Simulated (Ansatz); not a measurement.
`FB(F)S` + HBr → `FB(F)Br` + H₂S at 600 K and 1 bar (ligand exchange at a B–S bond).

Computed with Ansatz on PBE0-D4/def2-TZVP structures; ΔE is electronic, products minus reactants. CBS: MP2 limit from def2 TZ/QZ plus the TZ coupled-cluster correction, frozen cores. This one scheme is used for every species. For Br outer-core shells are correlated without core-valence functions, which leaves a few kJ/mol of doubt a bond. Scalar relativity is left out up to krypton. One conformer a species, not always the lowest.

```json
{"species": "`FB(F)S`", "CCSD(T)/CBS energy (Eh)": "-622.90532", "H − E (kJ/mol)": "88.0", "S (J/(mol·K))": "340.4"}
{"species": "HBr", "CCSD(T)/CBS energy (Eh)": "-2573.91920", "H − E (kJ/mol)": "33.5", "S (J/(mol·K))": "219.1"}
{"species": "`FB(F)Br`", "CCSD(T)/CBS energy (Eh)": "-2797.85348", "H − E (kJ/mol)": "59.5", "S (J/(mol·K))": "332.0"}
{"species": "H₂S", "CCSD(T)/CBS energy (Eh)": "-398.97279", "H − E (kJ/mol)": "60.8", "S (J/(mol·K))": "230.9"}
```

H − E and S are ideal-gas, rigid-rotor, harmonic terms from PBE0-D4/def2-TZVP, for one conformer and one mirror image of each species. 1 Eh = 2625.50 kJ/mol, R = 8.31446 J/(mol·K).

Task: By hand: ΔE, ΔH, ΔS and ΔG.

Result: ΔE = (-2797.85348) + (-398.97279) − (-622.90532) − (-2573.91920) = -0.00175 Eh = -4.6 kJ/mol. Δ(H − E) = 59.5 + 60.8 − 88.0 − 33.5 = -1.2, so ΔH = -5.8 kJ/mol. ΔS = 332.0 + 230.9 − 340.4 − 219.1 = 3.4 J/(mol·K). ΔG = -5.8 − 600 × (3.4)/1000 = -7.8 kJ/mol.

Task: By hand: the equilibrium constant, and the temperature at which ΔG would vanish if ΔH and ΔS stayed fixed.

Result: log₁₀ K = −ΔG/(RT ln 10) = 0.7. ΔH and −TΔS have one sign here, so there is no such temperature. One of them is within its doubt of zero, so this could turn.

TΔS isn't small against ΔH here. A doubt of 5 kJ/mol in ΔE shifts log₁₀ K by 0.4 here. Other conformers and mirror images would add mixing entropy, several J/(mol·K) or more a flexible species. These are equilibria of isolated gas molecules and say nothing of rates. Largest T1 diagnostic: 0.013 (customary marks: 0.02 for closed shells, 0.045 for open ones).
